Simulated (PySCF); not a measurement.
Energy of Re⁺ (rhenium, charge +1) between two integer charges

The 6s alpha orbital of [Xe] 4f14 5d5 6s1 is emptied in steps (occupation f), with all orbitals relaxed, ending at [Xe] 4f14 5d5. All numbers are calculated (PySCF 2.14, a scalar-relativistic core potential, in aug-cc-pVDZ-PP with ECP60MDF (5s5p4d2f, 54 functions)). The exact energy is a straight line in f; departures are measured from the line between the end points of the same method.

```tsv
f	BLYP (eV)
1	0.000
0.8	-0.582
0.6	-0.877
0.4	-0.880
0.2	-0.588
0	0.000
```

```
method  E(f=0) − E(f=1) (eV)  −ε at f=1 (eV)  −ε at f=0.4 (eV)
  BLYP                16.807          13.183            17.525
```

Orbital energy along the path (eV):

| f | BLYP |
| --- | --- |
| 1 | -13.183 |
| 0.8 | -14.613 |
| 0.6 | -16.060 |
| 0.4 | -17.525 |
| 0.2 | -19.004 |
| 0 | -20.496 |

Reference removal energy between the ground levels: 16.6 ± 0.5 eV (semi-empirical (NIST evaluation); NIST Atomic Spectra Database, ionization energies).
